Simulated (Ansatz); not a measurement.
Species: C7H14, charge 0, multiplicity 1. 
Geometry from a B3LYP-D3(BJ)/def2-TZVP (Ansatz, a program for electronic structure) optimisation:
SMILES: C[C@@H]1CC[C@H](C)C1
```xyz
21

C     -2.4987    -0.2215    -0.7192
C     -1.2281    -0.2950     0.1148
C     -0.7856     1.0596     0.7109
C      0.7580     0.9988     0.8234
C      1.1767    -0.3852     0.2781
C      2.5492    -0.4045    -0.3787
C      0.0152    -0.7680    -0.6434
H     -2.7713    -1.2007    -1.1193
H     -2.3656     0.4602    -1.5638
H     -3.3422     0.1427    -0.1281
H     -1.3959    -0.9952     0.9413
H     -1.2701     1.2543     1.6687
H     -1.0856     1.8675     0.0388
H      1.1110     1.1503     1.8444
H      1.2146     1.7837     0.2153
H      1.1821    -1.0953     1.1129
H      3.3304    -0.1029     0.3229
H      2.5796     0.2850    -1.2268
H      2.8012    -1.4010    -0.7485
H      0.0997    -0.2201    -1.5902
H     -0.0082    -1.8333    -0.8833
```
Charge 0, spin multiplicity 1.

Property: vertical ionisation energy (to the doublet state of charge +1; each state is the SCF solution reached for its spin; for the doublet the Hartree-Fock reference is unstable and T1 is 0.026), in eV. Cores are frozen in the correlated levels unless marked. UHF or UKS for open shells. No spin-orbit coupling. No relativistic terms. 

```
level               program  vertical ionisation energy (eV)
------------------  -------  -------------------------------
PBE/def2-TZVPD       Ansatz                             9.79
B3LYP/def2-TZVPD     Ansatz                            10.31
PBE0/def2-TZVPD      Ansatz                            10.33
wB97M-V/def2-TZVPD   Ansatz                            10.70
B2PLYP/def2-TZVPD    Ansatz                            10.53
CCSD/aug-cc-pVDZ     Ansatz                            10.82
```
